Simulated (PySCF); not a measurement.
Estimate the missing entries of this data sheet.

Compound: C8H24AlN4 (charge -1).
SMILES with atom numbers: `[CH3:1][N:2]([CH3:3])[Al-:4]([N:5]([CH3:6])[CH3:7])([N:8]([CH3:9])[CH3:10])[N:11]([CH3:12])[CH3:13]` (hydrogens: H14, H15, H16 on C1; H17, H18, H19 on C3; H20, H21, H22 on C6; H23, H24, H25 on C7; H26, H27, H28 on C9; H29, H30, H31 on C10; H32, H33, H34 on C12; H35, H36, H37 on C13)

Conformer (atom-mapped SMILES and torsion angles): `[CH3:1][N:2]([CH3:3])[Al-:4]([N:5]([CH3:6])[CH3:7])([N:8]([CH3:9])[CH3:10])[N:11]([CH3:12])[CH3:13]`: C1–N2–Al4–N5 -43°, N2–Al4–N5–C6 -41°, N2–Al4–N8–C9 -24°, N2–Al4–N11–C12 -81°.

| property | level | value |
| --- | --- | --- |
| rotational constants A, B, C | PBE0-D3(BJ)/def2-SVP | 0.614, 0.579, 0.575 GHz |
| HOMO energy | PBE0/pcSseg-1 | -1.27 eV |
| LUMO energy | PBE0/pcSseg-1 | ? |
| 13C chemical shifts (computed TMS as zero) by class | GIAO PBE0/pcSseg-1 | ? |
| 1H chemical shifts (computed TMS as zero) by class | GIAO PBE0/pcSseg-1 | ? |
| isotropic shieldings of nuclei other than C and H, by class | GIAO PBE0/pcSseg-1 | ? |

The electronic properties come from PySCF, for the isolated species, density fitting. Geometry: PBE0-D3(BJ)/def2-SVP, one conformer, isolated ion. The geometry's basis has no diffuse functions, a weakness for an anion. NMR classes are plain means over equivalent atoms (diastereotopic ones count apart unless rotation or inversion swaps them), as if these changed places fast; in this geometry the members of some classes differ. No diffuse functions stand in pcSseg-1, which bears on an anion's orbital energies.

Question: The isotropic shieldings of nuclei other than C and H, by class?

Answer: 242 (N2/N5/N8/N11), 466 (Al4) ppm.

Question: Give the 1H chemical shifts (computed TMS as zero) by class.

Answer: 2.48 (H14 and 23 like it) ppm.

Question: Give the LUMO energy.

Answer: 4.49 eV.

Question: What are the 13C chemical shifts (computed TMS as zero) by class?

Answer: 43.8 (C1/C3/C6/C7/C9/C10/C12/C13) ppm.

The rotational constants make it an asymmetric top with κ = (2B − A − C)/(A − C) = -0.8, nearer the prolate limit (−1). With B = h/(8π²I), that is 505.379 GHz u Å² over I, the principal moments of inertia are 823.2, 872.3 and 878.9 u Å² (most abundant isotopes); the inertial defect Ic − Ia − Ib is -816.6 u Å² (zero for a rigid planar frame, negative otherwise).
